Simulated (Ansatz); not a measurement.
A nudged elastic band was laid between two geometries of CH₈B₂O₂Si (14 atoms, charge 0, multiplicity 1).

Method: RKS B3LYP/6-31G* (Ansatz).

* movable images: 5
* climbing image: yes
* spring: 5.0 eV/Å²
* optimiser: quadratic models (default)
* start path: through a guess of the saddle point
* force threshold: 0.05 eV/Å
* iteration limit: 60
* end points: relaxed

Image 0:

```xyz
14
Properties=species:S:1:pos:R:3
B -1.718 -1.370 0.829
O -0.444 -0.917 0.896
C 0.112 -0.061 -0.098
Si 1.812 -0.782 -0.635
O 0.332 1.211 0.504
B -0.375 2.310 0.149
H -2.077 -2.084 1.715
H -2.421 -1.058 -0.093
H -0.602 0.046 -0.927
H 2.409 0.119 -1.655
H 1.589 -2.128 -1.225
H 2.692 -0.876 0.553
H -0.103 3.324 0.718
H -1.218 2.237 -0.702
```

Image 6:

```xyz
14
Properties=species:S:1:pos:R:3
B -2.097 -0.554 1.324
O -0.529 -0.880 0.724
C 0.049 -0.292 -0.492
Si 1.864 -0.878 -0.761
O -0.002 1.117 -0.467
B -0.801 1.879 0.324
H -2.601 -0.365 0.205
H 0.038 -0.783 1.510
H -0.639 -0.645 -1.266
H 2.455 -0.188 -1.932
H 1.856 -2.347 -0.961
H 2.605 -0.535 0.481
H -1.436 1.388 1.229
H -0.775 3.052 0.112
```

(1) What changes between the two ends?

(2) What energy profile does the band end with?

Answers

(1) Bonds broken: B1–H8. Bonds formed: O2–H8.

(2) It did not converge within its limit. The highest image is number 6 of 0 to 6, 5.10 eV above the first end and 0.00 eV above the last; the last end lies 5.10 eV above the first. The band didn't meet its force threshold, so its energies are provisional: the largest band force was still 0.08 eV/Å, and over the last iterations the top stayed at 5.10 eV. Neighbouring images lie up to 2.1 Å apart, so the band is torn or far too coarse. The orbitals stay closed-shell, which can raise the energy where a bond breaks towards radicals; this wasn't checked here.

```csv
image,path coordinate (Å),energy (eV),B1–H8 (Å),O2–H8 (Å)
0,0.00,0.00,1.20,2.21
1,1.99,0.05,1.20,2.23
2,3.99,0.05,1.19,2.23
3,5.98,0.63,1.19,2.23
4,8.10,0.28,1.19,2.11
5,10.21,0.10,1.19,2.13
6,12.33,5.10,2.16,0.97
```

Time of the run: 8.7 min on 2 threads of AMD EPYC 9R45 96-Core Processor (Zen 5) (shared host), peak memory 0.3 GiB.
